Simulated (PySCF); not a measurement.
SiOCl2, SMILES O=[Si](Cl)Cl. Atoms are numbered in the order given.

```xyz
4

Si     0.0000     0.0000    -0.5091
O      0.0000     0.0000    -2.0508
Cl     0.0000    -1.6522     0.6922
Cl     0.0000     1.6522     0.6922
```

The structure is a stationary point at PBE-D3(BJ)/def2-SVP.

These are PBE-D3(BJ)/def2-SVP (PySCF) values and carry that method's errors.

Frequencies are harmonic and unscaled.

Computed vibrational spectrum:
| mode | ν (cm⁻¹) | IR (km/mol) | Raman (Å⁴/amu) | depolarisation | moving atoms (share of kinetic energy) |
|---|---|---|---|---|---|
| 1 | 188 | 1.8 | 3.9 | 0.70 | Cl 76 %, Si 15 %, O 9 % |
| 2 | 251 | 23.9 | 4.8 | 0.75 | O 63 %, Cl 30 % |
| 3 | 266 | 29.9 | 0.1 | 0.75 | Si 68 %, O 23 %, Cl 9 % |
| 4 | 479 | 19.1 | 17.0 | 0.10 | Cl 62 %, Si 19 %, O 19 % |
| 5 | 617 | 203.3 | 2.3 | 0.75 | Si 66 %, Cl 33 % |
| 6 | 1206 | 82.8 | 13.5 | 0.14 | O 58 %, Si 41 % |
